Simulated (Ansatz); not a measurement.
SiFCl3 (SiCl₃F). Charge 0, multiplicity 1. Geometry PBE-D4/def2-SVP, basis def2-TZVP, Ansatz.

```csv
atom,x (Å),y (Å),z (Å)
Si1,0.0505,-0.0357,-0.0113
F2,1.3489,-0.9578,-0.3007
Cl3,0.0941,1.5581,-1.2890
Cl4,0.1303,0.5985,1.9294
Cl5,-1.6238,-1.1631,-0.3284
```

```
run  HOMO (eV)  LUMO (eV)
  A      -8.37      -2.04
  B      -8.22      -1.76
  C      -9.67      -0.74
  D      -8.61      -1.37
  E     -11.03       0.39
  F      -9.93      -0.50
```

Problem. The runs used CAM-B3LYP, LDA (SPW92), PBE, PBE0, r2SCAN, r2SCAN0. Estimate which is which.

Solution. A LDA (SPW92) (0 % exact exchange); B PBE (0 % exact exchange); C PBE0 (25 % exact exchange); D r2SCAN (0 % exact exchange); E CAM-B3LYP (range-separated); F r2SCAN0 (25 % exact exchange). Exact exchange lowers occupied and raises empty levels; among semilocal functionals meta-GGAs tend to open the gap a little, and such runs are hard to tell apart. The gap grows from 6.33 eV (LDA (SPW92)) to 11.43 eV (CAM-B3LYP).
